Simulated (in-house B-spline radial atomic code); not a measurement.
Ionisation energies along the 20-electron series, configuration [Ar] 3d2, as differences of self-consistent energies. NIST's values go from ground level to ground level; the uncertainty of those that are theory runs from under 0.1 % in few-electron ions to several per cent in heavy many-electron ones. Computed with a B-spline radial code for spherical atoms: non-relativistic Hartree-Fock, average of the configuration, point nuclei.

This level leaves out relativity, spin-orbit splitting included, which matters for heavy ions.

| ion | configuration after | ionisation energy (eV) | IE/(q+1)² (eV) | -ε less Coulomb ΔSCF (eV) | tabulated value (eV) | tabulated kind | computed minus tabulated (eV) |
| --- | --- | --- | --- | --- | --- | --- | --- |
| Ti2+ | [Ar] 3d1 | 25.7 | 2.8519 | 1.2135 | 27.49171 | measured | -1.8 |
| V3+ | [Ar] 3d1 | 44.8 | 2.7972 | 1.3253 | 46.709 | measured | -2.0 |
| Cr4+ | [Ar] 3d1 | ? | ? | ? | ? | semi-empirical | ? |
| Mn5+ | [Ar] 3d1 | 93.4 | 2.595 | 1.4789 | 95.604 | measured | -2.2 |
| Fe6+ | [Ar] 3d1 | ? | ? | ? | ? | measured | ? |
| Co7+ | [Ar] 3d1 | 155.2 | 2.4253 | 1.5758 | 157.8 | semi-empirical | -2.6 |
| Ni8+ | [Ar] 3d1 | 190.9 | 2.3567 | 1.612 | 193.2 | semi-empirical | -2.3 |
| Cu9+ | [Ar] 3d1 | 229.7 | 2.2972 | 1.6428 | 232.2 | semi-empirical | -2.5 |
| Zn10+ | [Ar] 3d1 | 271.7 | 2.2452 | 1.6692 | 274.4 | semi-empirical | -2.7 |
| Ga11+ | [Ar] 3d1 | 316.7 | 2.1994 | 1.6923 | 319 | tabulated theory | -2.3 |
| Ge12+ | [Ar] 3d1 | ? | ? | ? | ? | tabulated theory | ? |
| As13+ | [Ar] 3d1 | 416.1 | 2.1229 | 1.7308 | 418 | tabulated theory | -1.9 |
| Se14+ | [Ar] 3d1 | 470.4 | 2.0907 | 1.747 | 473 | tabulated theory | -2.6 |
| Br15+ | [Ar] 3d1 | 527.8 | 2.0616 | 1.7617 | 530 | tabulated theory | -2.2 |
| Kr16+ | [Ar] 3d1 | 588.2 | 2.0354 | 1.7751 | 591 | tabulated theory | -2.8 |
| Rb17+ | [Ar] 3d1 | 651.7 | 2.0115 | 1.7872 | 654 | tabulated theory | -2.3 |
| Sr18+ | [Ar] 3d1 | 718.3 | 1.9897 | 1.7984 | 722 | tabulated theory | -3.7 |
| Zr20+ | [Ar] 3d1 | 860.5 | 1.9513 | 1.8183 | 863 | tabulated theory | -2.5 |
| Nb21+ | [Ar] 3d1 | 936.2 | 1.9344 | 1.8271 | 940 | tabulated theory | -3.8 |

Task: Fill in the row of Cr4+.

Result: ionisation energy (eV): 67.4; IE/(q+1)² (eV): 2.6961; -ε less Coulomb ΔSCF (eV): 1.4118; tabulated value (eV): 69.46; computed minus tabulated (eV): -2.1.

Task: Fill in the row of Fe6+.

Result: ionisation energy (eV): 122.7; IE/(q+1)² (eV): 2.5044; -ε less Coulomb ΔSCF (eV): 1.5323; tabulated value (eV): 124.9671; computed minus tabulated (eV): -2.3.

Task: Fill in the row of Ge12+.

Result: ionisation energy (eV): 364.9; IE/(q+1)² (eV): 2.159; -ε less Coulomb ΔSCF (eV): 1.7127; tabulated value (eV): 367; computed minus tabulated (eV): -2.1.

Task: How far is this level of theory from the measured and semi-empirical values?

Result: Over those 9 rows the differences run from -2.74 to -1.82 eV (mean absolute value 2.3 eV). The calculation leaves out relativity, correlation and, in open shells, the multiplet splittings that an average leaves out.
